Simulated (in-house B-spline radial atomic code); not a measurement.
Configurations of Pt²⁺, with energies counted from [Xe] 4f14 (5d3/2)4 (5d5/2)4. Computed with an all-electron radial atomic-structure program (B-spline basis): Dirac-Hartree-Fock, average of each configuration as written, Fermi nucleus of rms radius 5.427 fm. Energies include first-order Breit, QED and recoil terms.

Occupations are held fixed; configurations that lie above the ionisation limit could autoionise.

```json
{"configuration": "[Xe] 4f14 (5d3/2)3 (5d5/2)4 (6p1/2)1", "E - E(ref) (eV)": "12.06", "highest orbital": "6p1/2", "its <r> (bohr)": "3.026"}
{"configuration": "[Xe] 4f14 (5d3/2)2 (5d5/2)5 7s1", "E - E(ref) (eV)": "21.155", "highest orbital": "7s1/2", "its <r> (bohr)": "5.411"}
{"configuration": "[Xe] 4f14 (5d3/2)3 (5d5/2)4 (9p3/2)1", "E - E(ref) (eV)": "27.58", "highest orbital": "9p3/2", "its <r> (bohr)": "16.03"}
{"configuration": "[Xe] 4f14 (5d3/2)2 (5d5/2)5 (5g7/2)1", "E - E(ref) (eV)": "27.82", "highest orbital": "5g7/2", "its <r> (bohr)": "9.154"}
{"configuration": "[Xe] (4f5/2)6 (4f7/2)7 (5d3/2)2 (5d5/2)6 8s1", "E - E(ref) (eV)": "96.593", "highest orbital": "8s1/2", "its <r> (bohr)": "9.151"}
{"configuration": "[Kr] (4d3/2)3 (4d5/2)6 4f14 5s2 5p6 (5d3/2)4 (5d5/2)4 (7p3/2)1", "E - E(ref) (eV)": "356.2", "highest orbital": "7p3/2", "its <r> (bohr)": "6.516"}
{"configuration": "[Kr] (4d3/2)3 (4d5/2)6 4f14 5s2 5p6 (5d3/2)4 (5d5/2)4 (6g9/2)1", "E - E(ref) (eV)": "361.93", "highest orbital": "6g9/2", "its <r> (bohr)": "14.64"}
```

(1) Order these further configurations by energy, lowest first.
A. [Kr] 4d10 4f14 5s2 (5p1/2)2 (5p3/2)3 (5d3/2)4 (5d5/2)4 (7g9/2)1
B. [Kr] 4d10 4f14 5s2 (5p1/2)1 (5p3/2)4 (5d3/2)2 (5d5/2)6 8s1
C. [Xe] 4f14 (5d3/2)3 (5d5/2)4 (6f5/2)1
D. [Xe] 4f14 (5d3/2)3 (5d5/2)5
E. [Xe] 4f14 (5d3/2)3 (5d5/2)4 (8p3/2)1

(2) How far above the reference does [Xe] (4f5/2)6 (4f7/2)7 (5d3/2)3 (5d5/2)5 (5g9/2)1 lie?

(3) How far above the reference does [Kr] 4d10 4f14 5s2 (5p1/2)1 (5p3/2)4 (5d3/2)3 (5d5/2)5 (7p3/2)1 lie?

(4) How far above the reference does [Xe] 4f14 (5d3/2)2 (5d5/2)6 lie?

Results:

(1) D (1.4295 eV), E (25.788 eV), C (26.272 eV), A (80.214 eV), B (92.803 eV).

(2) 96.94 eV; its least bound orbital is 5g9/2 with <r> = 9.153 bohr.

(3) 90.454 eV; its least bound orbital is 7p3/2 with <r> = 6.525 bohr.

(4) 2.5698 eV; its least bound orbital is 5d5/2 with <r> = 1.559 bohr.
